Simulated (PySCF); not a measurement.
A GIAO shielding run with PySCF 2.14.0 with density-fitted response routines (density fitting, non-relativistic, gas phase) on `CS[SiH2][Si@H](C)[SiH2][SiH3]`, C2H14SSi4:

```
$ OMP_NUM_THREADS=1 python probes_run.py task.json out

{"job": {"kind": "nmr", "xc": "PBE0", "basis": "pcSseg-1"}, "charge": 0, "multiplicity": 1}
C      3.081042     1.911488    -0.363927
S      1.408584     1.289777    -0.687636
Si     1.673215    -0.797079    -0.192533
Si    -0.461004    -1.694093    -0.251530
C     -1.218572    -1.312668    -1.960978
Si    -1.902154    -0.899056     1.408174
Si    -2.160052     1.402371     1.513568
H      3.087814     2.963305    -0.630732
H      3.796820     1.367774    -0.973195
H      3.313703     1.791711     0.690094
H      2.305693    -0.770128     1.131917
H      2.746479    -1.242354    -1.089820
H     -0.263163    -3.160400    -0.216051
H     -0.668043    -1.798228    -2.761527
H     -2.250942    -1.645038    -2.025519
H     -1.201659    -0.243372    -2.154958
H     -1.418458    -1.424997     2.697856
H     -3.214881    -1.554456     1.261965
H     -0.920396     2.063919     1.917782
H     -3.188274     1.820234     2.472339
H     -2.554673     1.948233     0.214239
```

Hardware: 1 thread of an Arm Neoverse N1, shared host. The job also computes population analyses, field gradients.

**Question.** How large is the calculation?

**Answer.** 98 electrons, 224 basis functions and 1283 auxiliary functions.

**Question.** How long does it take, and how much memory does it need?

**Answer.** 110 s of wall time, with 12 SCF cycles and 4 response iterations; peak memory 1 GiB. Times on a shared host scatter by some tens of per cent.
